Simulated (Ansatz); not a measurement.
H3BOSi, SMILES `B[Si]O` (lower singlet) (charge 0, multiplicity 1). This singlet lies 0.48 eV below the relaxed triplet at the level frozen-core CCSD(T)/cc-pVTZ // PBE0-D3(BJ)/def2-TZVP (Ansatz, a first-principles code).

Cartesian coordinates (Å):
SMILES: B[Si]O
```xyz
6

B      1.1580     0.2649     0.2124
Si    -0.4057    -0.8650    -0.3837
O     -1.6599    -0.0501     0.3485
H      1.8188    -0.0352     1.1691
H      1.6080     1.1303    -0.4880
H     -2.5192    -0.4448     0.1799
```
Charge 0, multiplicity 1.

The restricted HF start is unstable towards unrestricted orbitals.

Problem. Give the natural occupations of the active orbitals, the CASSCF energy and the corrected energy for frozen-core fic-MRCISD+Q@CASSCF(6e,6o)/cc-pVTZ // PBE0-D3(BJ)/def2-TZVP in Ansatz.

Solution. 
The natural occupations is 1.98, 1.98, 1.98, 0.02, 0.02, 0.02, the CASSCF energy is -390.3278 Ha and the corrected energy comes out as -390.7156 Ha. The weight of the reference is 0.892.
